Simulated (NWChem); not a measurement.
**Lowest excitation of H3FSi**

```xyz
5

Si     0.4940    -0.1169     0.0000
F     -1.0869     0.2572     0.0000
H      0.7926    -0.9128     1.2224
H      0.7926    -0.9128    -1.2224
H      1.2802     1.1475     0.0000
```
Charge 0, spin multiplicity 1.

All runs are NWChem calculations. Structure: optimised with PBE0/def2-SVP, a minimum by its harmonic frequencies.

Basis set: def2-SVPD. CR-EOMCCSD(T) is the triples correction to the same EOM-CCSD root.

| method | lowest vertical singlet excitation energy (eV) | difference from EOM-CCSD |
|---|---|---|
| CIS | 9.31 | +0.80 |
| TDA-PBE0 | 8.01 | -0.50 |
| TD-PBE | 7.44 | -1.07 |
| EOM-CCSD | 8.51 | 0.00 |
| CR-EOMCCSD(T) | 8.44 | -0.08 |
| TD-B3LYP | 7.92 | -0.59 |

The values span 1.87 eV, from TD-PBE (lowest) to CIS (highest). 

The correlated methods keep 6 core orbitals frozen. B3LYP has NWChem's definition, with VWN1-RPA local correlation. The structure started from a generated list of species. No row is a measurement; the coupled-cluster row has its own basis-set and correlation limits.
